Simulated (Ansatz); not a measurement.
```xyz
3

O     0.0000    0.0000    0.0000
O     0.0000    2.1800    1.3400
O     0.0000   -2.1800    1.3400
```

Basis set: pcseg-2 (spherical functions). Charge 0, multiplicity 1.

Computed with Ansatz (development build ahead of 0.2.0); each method stands on the lowest determinant of its kind that the runs found. Restricted functionals stand beside restricted open-shell atoms, which can lie above the unrestricted atoms usual in DFT and then raise those values.

Problem. Give the atomization energy at this shape (free ground-state atoms in the same class of orbitals less the molecule, no zero-point energy) of singlet O₃ by PBE0 (unrestricted), PBE0 (restricted), UHF.

Solution.

```json
{"method": "PBE0 (unrestricted)", "atomization energy": "-0.59 eV"}
{"method": "PBE0 (restricted)", "atomization energy": "-7.80 eV"}
{"method": "UHF", "atomization energy": "-1.02 eV"}
```

Caution: the shape is not the minimum. Caution for PBE0 (unrestricted), UHF: the unrestricted determinant is a mixture of spin states. Caution for PBE0 (restricted): an unrestricted determinant lies well below. Caution for PBE0 (restricted), UHF: the molecule lies well above its atoms at this level.
